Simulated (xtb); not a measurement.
C2H2N3, doublet, at a GFN2-xTB geometry; GFN0-xTB (xtb).

Here is a job for xtb.
```
$ xtb mol.xyz --gfn 0 --uhf 1 --json

# file mol.xyz
7

C     -0.60350757    -0.82796458    -0.48881943
N      0.68981498    -0.87913391    -0.50636726
C      1.03177486     0.24989577     0.15562002
N      0.00120577     0.96304564     0.56190122
N     -1.06411527     0.25387661     0.13799864
H      2.04740336     0.53679080     0.33267363
H     -2.00534541     0.56710358     0.31179463
```

What the program printed (banner, timings and long lists left out):

```
   ID    Z sym.   atoms
    1    6 C      1, 3
    2    7 N      2, 4, 5
    3    1 H      6, 7

           -------------------------------------------------
          |                Calculation Setup                |
           -------------------------------------------------

           -------------------------------------------------
          |                 G F N 0 - x T B                 |
           -------------------------------------------------

          ...................................................
          :                      SETUP                      :
          :.................................................:
          :  # basis functions                  24          :
          :  # atomic orbitals                  24          :
          :  # shells                           14          :
          :  # electrons                        25          :
          :  electronic temp.          300.0000000     K    :
          :  accuracy                    1.0000000          :
          :  -> integral cutoff          0.2500000E+02      :
          :  -> integral neglect         0.1000000E-07      :
          ...................................................

         :::::::::::::::::::::::::::::::::::::::::::::::::::::
         ::                     SUMMARY                     ::
         :::::::::::::::::::::::::::::::::::::::::::::::::::::
         :: total energy             -14.050370443230 Eh    ::
         :: gradient norm              0.055087655471 Eh/a0 ::
         :: HOMO-LUMO gap              3.732360981987 eV    ::
         ::.................................................::
         :: H0 energy                -14.076387002617 Eh    ::
         :: repulsion energy           0.163712892740 Eh    ::
         :: electrostat energy        -0.087909533899 Eh    ::
         :: -> Gsolv                   0.000000000000 Eh    ::
         ::    -> Gsasa                0.000000000000 Eh    ::
         ::    -> Gshift               0.000000000000 Eh    ::
         :: dispersion energy         -0.001662027066 Eh    ::
         :: short-range corr.         -0.048124772389 Eh    ::
         :: add. restraining           0.000000000000 Eh    ::
         :: total charge              -0.000000000000 e     ::
         :::::::::::::::::::::::::::::::::::::::::::::::::::::

           -------------------------------------------------
          |                Property Printout                |
           -------------------------------------------------

    * Orbital Energies and Occupations

         #    Occupation            Energy/Eh            Energy/eV
      -------------------------------------------------------------
         1        2.0000           -0.7588924             -20.6505
         2        2.0000           -0.7122107             -19.3802
         3        2.0000           -0.6881256             -18.7249
         4        2.0000           -0.6102764             -16.6065
         5        2.0000           -0.6018474             -16.3771
         6        2.0000           -0.5680167             -15.4565
         7        2.0000           -0.5413509             -14.7309
         8        2.0000           -0.5272075             -14.3460
         9        2.0000           -0.4827157             -13.1354
        10        2.0000           -0.4620365             -12.5727
        11        2.0000           -0.4517017             -12.2914
        12        2.0000           -0.4351453             -11.8409
        13        1.0000           -0.3973334             -10.8120 (HOMO)
        14                         -0.2601717              -7.0796 (LUMO)
        15                         -0.2338758              -6.3641
        16                         -0.1386425              -3.7727
        17                         -0.1084217              -2.9503
        18                          0.0054587               0.1485
        19                          0.1155843               3.1452
        20                          0.1857890               5.0556
        21                          0.1937105               5.2711
        22                          0.3017568               8.2112
        23                          0.3970572              10.8045
        24                          0.4560429              12.4096
      -------------------------------------------------------------
                  HL-Gap            0.1371617 Eh            3.7324 eV
             Fermi-level            0.0000000 Eh            0.0000 eV

     #   Z          covCN         q      C6AA      α(0)
     1   6 C        2.294     0.551    19.799     7.207
     2   7 N        1.897    -0.701    41.212     9.554
     3   6 C        3.300     0.720    15.888     6.374
     4   7 N        2.025    -0.445    32.074     8.436
     5   7 N        2.990    -0.484    30.656     8.290
     6   1 H        0.927     0.016     2.797     2.615
     7   1 H        0.860     0.343     0.599     1.213

 Mol. C6AA /au·bohr⁶  :        811.005768
 Mol. C8AA /au·bohr⁸  :      18637.835544
 Mol. α(0) /au        :         43.688800

Wiberg/Mayer (AO) data.
largest (>0.10) Wiberg bond orders for each atom

 ---------------------------------------------------------------------------
     #   Z sym  total        # sym  WBO       # sym  WBO       # sym  WBO
 ---------------------------------------------------------------------------
     1   6 C    3.175 --     2 N    1.458     5 N    1.443     4 N    0.171
     2   7 N    2.901 --     1 C    1.458     3 C    1.261
     3   6 C    3.925 --     4 N    1.527     2 N    1.261     6 H    0.966
     4   7 N    2.944 --     3 C    1.527     5 N    1.135     1 C    0.171
     5   7 N    3.686 --     1 C    1.443     4 N    1.135     7 H    0.930
     6   1 H    1.000 --     3 C    0.966
     7   1 H    0.980 --     5 N    0.930
 ---------------------------------------------------------------------------

Topologies differ in total number of bonds
Writing topology from bond orders to xtbtopo.mol

 dipole moment from electron density (au)
     X       Y       Z
  -1.6269   0.3557   0.1921  total (Debye):    4.261

           -------------------------------------------------
          | TOTAL ENERGY              -14.050370443230 Eh   |
          | GRADIENT NORM               0.055087655471 Eh/α |
          | HOMO-LUMO GAP               3.732360981987 eV   |
           -------------------------------------------------

normal termination of xtb
```
